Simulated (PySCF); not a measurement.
Job file and geometry (Å, from GFN2-xTB) of an NMR shielding run on SMILES F/C=C/C[SiH2]CO[SiH3], C4H11FOSi2, GIAO PBE0/pcSseg-1 NMR shielding, non-relativistic, gas phase (PySCF 2.14.0, density-fitted response routines); density fitting, a coarse starting grid and PySCF grid level 2 are the driver's defaults:

```
$ OMP_NUM_THREADS=1 python probes_run.py task.json out

{"job": {"kind": "nmr", "xc": "PBE0", "basis": "pcSseg-1"}, "charge": 0, "multiplicity": 1}
F     -2.006014     2.607714     0.229429
C     -1.635063     1.449831    -0.358657
C     -2.021028     0.279097     0.111571
C     -1.593089    -1.016986    -0.474660
Si    -0.254505    -1.855465     0.611131
C      1.116423    -0.555847     0.878042
O      1.470999    -0.110586    -0.413733
Si     2.322483     1.200715    -0.836994
H     -1.004610     1.616442    -1.219264
H     -2.651675     0.242351     0.988763
H     -2.453360    -1.679173    -0.571622
H     -1.182494    -0.851878    -1.470747
H     -0.802248    -2.259346     1.912045
H      0.285467    -3.010873    -0.108716
H      0.773420     0.289988     1.481925
H      2.000917    -0.964641     1.375846
H      3.703266     1.132783    -0.349323
H      2.210295     1.075977    -2.282044
H      1.711012     2.419147    -0.298158
```

Question: Write the output of this run.

Answer: 
```
coarse grid: 16584 points
cycle   1  E = -912.2331069933  dE =  7.644e-01  |g| = 7.792e-01  |ddm| = 3.834e+00
cycle   2  E = -912.0729353008  dE =  1.602e-01  |g| = 1.208e+00  |ddm| = 1.592e+00
cycle   3  E = -912.3422693263  dE = -2.693e-01  |g| = 1.142e-01  |ddm| = 1.125e+00
cycle   4  E = -912.3443668051  dE = -2.097e-03  |g| = 5.070e-02  |ddm| = 1.252e-01
cycle   5  E = -912.3447507179  dE = -3.839e-04  |g| = 1.140e-02  |ddm| = 3.801e-02
cycle   6  E = -912.3447691526  dE = -1.843e-05  |g| = 3.927e-03  |ddm| = 9.859e-03
cycle   7  E = -912.3447726263  dE = -3.474e-06  |g| = 4.341e-04  |ddm| = 3.679e-03
final grid: 150592 points
cycle   8  E = -912.4077004815  dE = -3.305e-05  |g| = 1.051e-02  |ddm| = 2.484e-02
cycle   9  E = -912.4076796633  dE =  2.082e-05  |g| = 1.510e-02  |ddm| = 1.699e-02
cycle  10  E = -912.4077221144  dE = -4.245e-05  |g| = 1.364e-03  |ddm| = 1.030e-02
cycle  11  E = -912.4077224918  dE = -3.774e-07  |g| = 2.571e-04  |ddm| = 1.356e-03
cycle  12  E = -912.4077225050  dE = -1.317e-08  |g| = 1.083e-04  |ddm| = 2.961e-04
cycle  13  E = -912.4077225074  dE = -2.413e-09  |g| = 3.841e-05  |ddm| = 1.060e-04
cycle  14  E = -912.4077225078  dE = -3.472e-10  |g| = 1.006e-05  |ddm| = 3.608e-05
converged SCF energy = -912.4077225078

GIAO shielding tensors (ppm)
atom      isotropic    diamagn.    paramagn.     s11        s22        s33       span
  0 F      296.686     471.602    -174.916    209.262    303.785    377.010    167.748
  1 C       27.705     254.369    -226.665    -67.968     71.599     79.484    147.452
  2 C       73.377     260.126    -186.749    -26.926     89.981    157.075    184.001
  3 C      177.791     252.686     -74.895    161.947    177.299    194.127     32.180
  4 Si     394.658     880.334    -485.677    349.825    401.386    432.762     82.938
  5 C      133.110     249.518    -116.408     99.087    108.043    192.200     93.113
  6 O      354.390     401.447     -47.057    306.952    355.216    401.002     94.051
  7 Si     381.373     881.371    -499.998    332.570    338.999    472.550    139.980
  8 H       24.779      33.059      -8.280     22.514     23.727     28.095      5.581
  9 H       26.134      31.582      -5.448     23.639     26.527     28.237      4.598
 10 H       30.209      29.211       0.998     25.046     27.812     37.769     12.723
 11 H       29.774      32.903      -3.129     27.441     27.613     34.268      6.827
 12 H       27.675      29.354      -1.679     24.284     25.467     33.273      8.989
 13 H       27.469      29.158      -1.688     24.016     25.193     33.198      9.182
 14 H       27.971      32.969      -4.998     25.148     26.634     32.131      6.983
 15 H       27.919      29.797      -1.878     23.216     26.866     33.677     10.461
 16 H       26.818      29.303      -2.485     23.383     24.739     32.333      8.950
 17 H       26.841      30.653      -3.812     23.136     25.100     32.287      9.151
 18 H       26.813      30.965      -4.152     23.045     26.422     30.973      7.928
```

Question: Turn these shieldings into chemical shifts. References, each an isolated molecule treated in the same way: ¹⁹F (σ = 170.95 ppm) vs CFCl3; ¹³C (σ = 186.93 ppm), ²⁹Si (σ = 349.16 ppm), ¹H (σ = 31.72 ppm) vs TMS; ¹⁷O (σ = 336.08 ppm) against H2O.

Answer: Averaging equivalent atoms: F 0: -125.7; C 1: 159.2; C 2: 113.5; C 5: 53.8; C 3: 9.1; Si 7: -32.2; Si 4: -45.5; O 6: -18.3; H 8: 6.94; H 9: 5.58; H 16/17/18: 4.89; H 12/13: 4.14; H 14/15: 3.77; H 10/11: 1.73 ppm. Unscaled 19F shifts against computed CFCl3 carry errors that often reach 10 to 50 ppm. Experimental scales use liquid or dissolved standards, which lie at an offset from isolated H2O (liquid H2O: subtract about 36 ppm).

Size and cost of the density-fitted run: 205 basis functions, 40 s wall time on 1 thread of an Arm Neoverse V2, shared host; peak memory 0.93 GiB.
